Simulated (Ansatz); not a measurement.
This geometry of CH$_{3}$BBrGeN (8 atoms, charge 0, multiplicity 1) is a first-order saddle point.

Level of theory: RKS PBE-D4/def2-SVP (Ansatz).

```xyz
8
Properties=species:S:1:pos:R:3
Br -2.475 -0.457 1.057
B -0.874 0.315 0.358
N -0.253 1.556 0.535
C 0.795 0.699 0.451
Ge 0.723 -0.626 -0.960
H 1.653 0.740 1.158
H -0.314 -0.145 -2.001
H 0.838 -2.139 -0.654
```

(1) Which two structures does it join? (They come from a converged band through this point; their orientation in space is the band's.)

(2) How far does it lie above each of them?

## Answers

(1) No bond is made or broken.

First end point:

```xyz
8
Properties=species:S:1:pos:R:3
Br -2.918 -0.200 1.060
B -1.145 0.114 0.456
N -0.227 1.107 1.031
C 0.900 0.730 0.485
Ge 0.302 -0.686 -0.834
H 1.868 1.187 0.799
H 0.388 -0.199 -2.308
H 0.924 -2.109 -0.745
```

Last end point:

```xyz
8
Properties=species:S:1:pos:R:3
Br -2.349 -0.567 0.770
B -0.815 0.303 -0.013
N -0.190 1.516 0.501
C 0.803 0.666 0.449
Ge 1.002 -0.643 -1.166
H 1.675 0.712 1.144
H -0.685 -0.018 -1.297
H 0.651 -2.027 -0.443
```

(2) 0.75 eV above the first and 0.62 eV above the second. This is the barrier of this one path; another mechanism may lie lower.

The run took 3.4 min on 2 threads of Arm Neoverse V1 (shared host), peak memory 0.16 GiB.
